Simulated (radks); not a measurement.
Results of a calculation; reference values are marked as such.
Spherical quantum dot in the effective-mass picture: electrons in a hard-walled sphere of radius 8.63, all in effective atomic units (hartree* = m*/eps^2 hartree, bohr* = eps/m* bohr), one dielectric constant everywhere. Level of theory: non-relativistic Kohn-Sham, LDA (Slater exchange, Perdew-Wang correlation), spin-polarised, spherical densities (a radial shooting solver with Libxc functionals). Levels are named by radial order and angular momentum (1s, 1p, 1d, 2s, ...), and open shells are averaged over m. At N = 5 the configuration is 1s2 1p(up 3, down 0). Does electron 6 go into 1d up or 1d down or 1p down?

Answer. Into 1p down. The total energies of the other choices lie higher by 0.0377 hartree* (1d up), 0.0653 hartree* (1d down).
